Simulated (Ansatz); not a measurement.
C4H9LiO (SMILES [Li][O]C(C)(C)C), singlet, at a GFN2-xTB geometry (such geometries of metal compounds can be far from the true shape); PBE0/def2-SVP run with Ansatz (a program for electronic structure).

The Ansatz input:
Ansatz 0.2 input:
```yaml
crystal:
  periodic: [false, false, false]
  atoms:
    - {symbol: Li, position_ang: [0.95282533, 1.83910014, 1.90101642]}
    - {symbol: O, position_ang: [0.43255239, 0.83489297, 0.86300098]}
    - {symbol: C, position_ang: [-0.03502592, -0.06760544, -0.06988148]}
    - {symbol: C, position_ang: [1.00996337, -1.17350099, -0.30087268]}
    - {symbol: C, position_ang: [-1.34138713, -0.70998579, 0.42925014]}
    - {symbol: C, position_ang: [-0.30790875, 0.64947623, -1.40393297]}
    - {symbol: H, position_ang: [0.65889409, -1.89504914, -1.03388174]}
    - {symbol: H, position_ang: [1.20824296, -1.68396616, 0.63909625]}
    - {symbol: H, position_ang: [1.93671757, -0.72571334, -0.65307142]}
    - {symbol: H, position_ang: [-1.15549998, -1.21800808, 1.37306708]}
    - {symbol: H, position_ang: [-1.72553327, -1.42501360, -0.29348815]}
    - {symbol: H, position_ang: [-2.08443706, 0.06696570, 0.59554582]}
    - {symbol: H, position_ang: [0.61189980, 1.10687161, -1.76194522]}
    - {symbol: H, position_ang: [-1.04551189, 1.43359257, -1.24729881]}
    - {symbol: H, position_ang: [-0.67751677, -0.04642778, -2.15245897]}
basis:
  gaussian:
    orbitals: def2-SVP
hamiltonian:
  xc: pbe0
accuracy: high
```

Task: Predict the main parts of the log of this Ansatz run.

Result: 
```
Functional definition: PBE0
3187 factors; integrals over basis functions are off by at most 3.6e-9 eV
mean field evaluation 1: about -6521.7627 eV, gradient 7.5e1 eV
mean field evaluation 2: about -6443.5231 eV, gradient 1.7e2 eV
mean field evaluation 4: about -6534.3636 eV, gradient 9.2e0 eV
mean field evaluation 8: about -6534.9758 eV, gradient 1.4e0 eV
mean field evaluation 16: about -6534.9808 eV, gradient 3.0e-4 eV
mean field -6534.98084089 eV, -240.1561163336 hartree, gradient 5.2e-8 eV, S^2 0.000000; 0 other end points of the search recorded, 0 dependent functions left out
reference -6534.98084668 eV, -240.1561165465 hartree; 22, 22 occupied and 102, 102 virtual orbitals, 3187 factors
Total energy: -6534.98084668 eV, -240.1561165465 hartree
```
